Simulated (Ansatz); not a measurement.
A nudged elastic band was laid between two geometries of F2H4Si2 + H (9 atoms, charge 0, multiplicity 2).

Level of theory: UKS PBE/6-31G* (Ansatz 0.2.0).

```
movable images  : 5
climbing image  : yes
spring          : 5.0 eV/Å²
optimiser       : quadratic models (default)
start path      : through a guess of the saddle point
force threshold : 0.05 eV/Å
iteration limit : 60
end points      : relaxed
```

First end point:

```xyz
9
Properties=species:S:1:pos:R:3
Si -0.013 0.030 -0.118
H -0.149 -0.233 1.352
Si 2.196 0.012 -0.907
H 2.798 -1.341 -0.663
H 2.248 0.315 -2.375
H 3.004 1.038 -0.167
F -0.682 1.476 -0.424
F -0.887 -1.088 -0.904
H -0.260 -0.208 4.083
```

Last end point:

```xyz
9
Properties=species:S:1:pos:R:3
Si -0.208 0.113 -0.344
H 0.053 -0.261 2.538
Si 2.123 0.017 -0.826
H 2.617 -1.336 -0.405
H 2.422 0.232 -2.283
H 2.809 1.072 -0.011
F -0.793 1.551 -0.848
F -0.982 -1.030 -1.213
H 0.216 -0.358 3.268
```

(1) Which bonds break or form, and what moves?

(2) What energy profile does the band end with?

(3) What is the geometry of the highest image?

(4) What are the harmonic wavenumbers there?

## Answers

(1) Bonds broken: Si1–H2. Bonds formed: H2–H9. F2H4Si2 + H becomes F2H3Si2 + H2.

(2) It converged. The highest image is number 2 of 0 to 6, 0.041 eV above the first end and 0.693 eV above the last; the last end lies 0.652 eV below the first. A vibrational analysis at the climbing image gives one clearly imaginary mode, 476i cm⁻¹: a first-order saddle point.

```tsv
image	path coordinate (Å)	energy (eV)	Si1–H2 (Å)	H2–H9 (Å)
0	0.00	0.000	1.50	2.73
1	0.59	0.007	1.50	2.17
2	1.17	0.041	1.54	1.51
3	1.71	-0.474	2.08	0.81
4	2.26	-0.627	2.54	0.76
5	2.80	-0.652	2.95	0.75
6	3.34	-0.652	2.92	0.75
```

(3) 
```xyz
9
Properties=species:S:1:pos:R:3
Si 0.004 0.073 0.048
H -0.072 -0.156 1.571
Si 2.181 0.012 -0.831
H 2.796 -1.324 -0.533
H 2.168 0.230 -2.315
H 3.007 1.082 -0.181
F -0.678 1.511 -0.268
F -0.910 -1.060 -0.668
H -0.241 -0.368 3.054
```

(4) 476i, 104, 124, 131, 146, 204, 299, 414, 498, 519, 816, 824, 856, 889, 892, 901, 955, 1683, 2181, 2201, 2203 cm⁻¹.

Time of the run: 84 s on 2 threads of Intel(R) Xeon(R) 6975P-C (Granite Rapids), on a shared host, peak memory 0.19 GiB.
